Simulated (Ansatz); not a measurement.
Relaxation of C2H7BClFSi (13 atoms, charge 0, multiplicity 1), to a largest force component of 0.02 eV/Å in at most 50 steps.

Level of theory: RKS PBE0-D4/6-31G* in Ansatz.

```xyz
13
Properties=species:S:1:pos:R:3
C -0.416 -1.091 -1.282
Si 0.353 0.291 -0.287
C 1.006 -0.440 1.275
B -0.870 1.676 0.147
F -0.733 3.018 -0.307
Cl -2.445 1.247 1.125
H 0.307 -1.826 -1.540
H -1.252 -1.480 -0.712
H -0.867 -0.592 -2.186
H 1.456 0.890 -1.040
H 0.202 -0.893 1.895
H 1.803 -1.216 1.054
H 1.477 0.381 1.872
```

Problem. Where does it end, and by what steps?

Solution. The run converged. After 8 steps the energy has fallen by 0.727 eV; F5 moved furthest, 0.16 Å.

```
step  energy less start (eV)  largest force component (eV/Å)  accepted
   0                  0.0000                           4.241       yes
   1                 -0.4992                           3.066       yes
   2                 -0.5462                           2.791       yes
   3                 -0.5817                           1.506       yes
   4                 -0.6521                           1.179       yes
   5                 -0.7205                           0.241       yes
   6                 -0.7257                           0.038       yes
   7                 -0.7266                           0.024       yes
   8                 -0.7268                           0.005       yes
```

```xyz
13
Properties=species:S:1:pos:R:3
C -0.451 -1.058 -1.312
Si 0.395 0.289 -0.296
C 1.069 -0.427 1.315
B -0.968 1.730 0.149
F -0.837 2.999 -0.181
Cl -2.441 1.305 1.039
H 0.249 -1.870 -1.536
H -1.296 -1.482 -0.759
H -0.831 -0.671 -2.264
H 1.510 0.895 -1.085
H 0.255 -0.836 1.924
H 1.777 -1.238 1.110
H 1.590 0.330 1.910
```

Time of the run: 45 s on 2 threads of Arm Neoverse V1, on a shared host, peak memory 0.28 GiB.
